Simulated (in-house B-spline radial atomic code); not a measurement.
Radial electron density of Ce6+, [Kr] 4d10 5s2 5p3 5f1. Level of theory: scalar-relativistic (X2C) HSE06, spin-polarised, spherical fractional occupations, exact exchange averaged over the configuration, Fermi nucleus of rms radius 4.8771 fm; calculated with an all-electron radial atomic-structure program (B-spline basis).

One-electron X2C: radii and densities carry no picture-change correction, so inner-shell <1/r> comes out high (for 1s by about 2 % at Z = 33, 5 % at 54, 10 % at 75, 30 % at 118) and <r> low.

Columns: r (bohr), 4πr²n(r) (electrons per bohr), bar.

```
0.000661    2.222 #
0.000821    3.102 #
 0.00102    4.316 ##
 0.00127    5.996 ###
 0.00158    8.268 ####
 0.00196    11.26 #####
 0.00243    15.19 #######
 0.00302    20.31 #########
 0.00375    26.71 ############
 0.00466    34.49 ###############
 0.00579     43.5 ###################
  0.0072    53.31 #######################
 0.00894    62.91 ############################
  0.0111    71.07 ###############################
  0.0138    76.26 ##################################
  0.0171    77.25 ##################################
  0.0213    74.09 #################################
  0.0265    68.99 ##############################
  0.0329    66.35 #############################
  0.0408    70.46 ###############################
  0.0507    82.14 ####################################
   0.063    95.42 ##########################################
  0.0783    100.1 ############################################
  0.0973    91.03 ########################################
   0.121    77.02 ##################################
    0.15    73.81 ################################
   0.187    83.07 #####################################
   0.232    84.82 #####################################
   0.288       65 #############################
   0.358    38.94 #################
   0.444    30.59 #############
   0.552    35.44 ################
   0.686    33.01 ###############
   0.852       21 #########
    1.06    11.07 #####
    1.31    7.035 ###
    1.63    4.608 ##
    2.03    2.287 #
    2.52   0.9486 
    3.13   0.4168 
    3.89   0.1585 
    4.83  0.03601 
    6.01  0.00363 
    7.46 0.0001417 
    9.27 1.522e-06
```

On this grid the curve has 4 maxima, near 0.0171, 0.0783, 0.232, 0.552 bohr.

The 5f up radial function P(r) = rR(r), positive near the nucleus:

```
r (bohr)         P
  0.0408  0.001244
   0.063  0.005252
  0.0973   0.01966
    0.15    0.0621
   0.232     0.159
   0.358    0.3057
   0.552    0.4039
   0.852    0.2741
    1.31   -0.1483
    2.03   -0.6222
    3.13   -0.5988
    4.83   -0.1896
    7.46   -0.0119
```
